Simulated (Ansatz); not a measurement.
Consider the formal hydrolysis of a Zn–C bond: `N[CH2][Zn][SiH3]` + H₂O → `[OH][Zn][SiH3]` + CH₃NH₂.

Program: Ansatz. Geometries: PBE0-D4/def2-TZVP. ΔE: electronic, gas phase. CCSD(T)/CBS adds triple-zeta CCSD(T) − MP2 to the extrapolated MP2 energy (def2 sets, frozen cores). This one scheme is used for every species. DFT in def2-TZVPP. For Zn outer-core shells are correlated without core-valence functions, which leaves a few kJ/mol of doubt a bond. Scalar relativity is left out up to krypton. Each species was taken in one conformer, which may not be the lowest.

```
           species  revPBE energy (Eh)
`N[CH2][Zn][SiH3]`         -2165.76915
               H₂O           -76.44013
  `[OH][Zn][SiH3]`         -2146.37536
            CH₃NH₂           -95.86763
```

(1) Work out ΔE.

Largest T1 diagnostic among the species: 0.016.

Results:

(1) ΔE = (-2146.37536) + (-95.86763) − (-2165.76915) − (-76.44013) = -0.03371 Eh = -88.5 kJ/mol. CCSD(T)/CBS gives -97.7 kJ/mol.

At CCSD(T), def2-SVP lies +3.4 kJ/mol from the extrapolated value and def2-TZVPP +1.9 kJ/mol. In def2-TZVPP, CCSD(T) changes the Hartree–Fock value by +20.3 kJ/mol (the triples alone add +3.0 kJ/mol) and MP2 by +18.0 kJ/mol.
